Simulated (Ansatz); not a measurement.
Job for Ansatz (a program for electronic structure): R-B3LYP/def2-TZVPP on H6HfOSi (SMILES [SiH3][O][HfH3]), atoms moved off the minimum. Elements past Kr take the def2 small-core potentials; no spin–orbit coupling.

Ansatz 0.2 input:
```yaml
crystal:
  periodic: [false, false, false]
  atoms:
    - {symbol: Hf, position_ang: [0.24408158, 0.62975795, 0.17985531]}
    - {symbol: H, position_ang: [1.98601573, 0.52845230, 0.34628231]}
    - {symbol: H, position_ang: [-0.03876890, 1.95347293, -1.03455135]}
    - {symbol: H, position_ang: [-0.38767390, 1.00263647, 1.80223560]}
    - {symbol: O, position_ang: [-0.47164573, -0.82956208, -0.42496931]}
    - {symbol: Si, position_ang: [-1.30706142, -2.34330001, -0.93814782]}
    - {symbol: H, position_ang: [-0.80148410, -3.51693010, 0.08427420]}
    - {symbol: H, position_ang: [-0.69279194, -2.57772639, -2.17202486]}
    - {symbol: H, position_ang: [-2.52116802, -1.99112375, -0.99974290]}
basis:
  gaussian:
    orbitals: def2-TZVPP
hamiltonian:
  xc: {name: B3LYP}
scf: {lower_state_search: off}
output: {forces: true}
```

It printed:

```
WARN ansatz: RAYON_NUM_THREADS=4 ignored (pool sized by the plan → 4); use --threads N
Functional definition: B3LYP
these checks for a lower state are left out or cut short: stability, starts, cluster_reference, orbital_swaps, neighbouring_geometries, increment
integrals: 0.12 GiB planned
1169 factors; their error is unknown
mean field: 1.09 GiB planned
mean field evaluation 1: about -11324.5597 eV, gradient 6.4e1 eV
mean field evaluation 2: about -11295.3866 eV, gradient 1.4e2 eV
mean field evaluation 4: about -11331.3376 eV, gradient 3.9e0 eV
mean field evaluation 8: about -11331.3739 eV, gradient 5.8e-2 eV
mean field evaluation 16: about -11331.3907 eV, gradient 2.6e-4 eV
mean field -11331.39065380 eV, -416.4209258346 hartree, gradient 5.0e-6 eV, S^2 0.000000; 0 other end points of the search recorded, 0 dependent functions left out
the calculation of the forces begins
reference -11331.39097922 eV, -416.4209377938 hartree; 20, 20 occupied and 193, 193 virtual orbitals, 1169 factors
Total energy: -11331.39097922 eV, -416.4209377938 hartree
Atom 0 at     0.244082     0.629758     0.179855 Å, force     2.249932     5.960160     1.789157 eV/Å
Atom 1 at     1.986016     0.528452     0.346282 Å, force     1.593259    -0.455615     0.060701 eV/Å
Atom 2 at    -0.038769     1.953473    -1.034551 Å, force    -0.310869     0.464644    -0.507533 eV/Å
Atom 3 at    -0.387674     1.002636     1.802236 Å, force    -0.649829     0.157943     1.096257 eV/Å
Atom 4 at    -0.471646    -0.829562    -0.424969 Å, force    -3.959311    -7.994872    -2.817139 eV/Å
Atom 5 at    -1.307061    -2.343300    -0.938148 Å, force     7.694772    -0.380681     3.265413 eV/Å
Atom 6 at    -0.801484    -3.516930     0.084274 Å, force    -1.014699     1.493432    -1.185010 eV/Å
Atom 7 at    -0.692792    -2.577726    -2.172025 Å, force     0.436046    -0.500749    -1.573641 eV/Å
Atom 8 at    -2.521168    -1.991124    -0.999743 Å, force    -6.039302     1.255738    -0.128204 eV/Å
Dipole moment:    -0.467293    -0.702344    -0.246113 e Å
Checks for a lower state left out: stability, starts, cluster_reference, orbital_swaps, neighbouring_geometries, increment
```

The calculation finished and met its thresholds.

Cost: roughly 10 core-seconds.
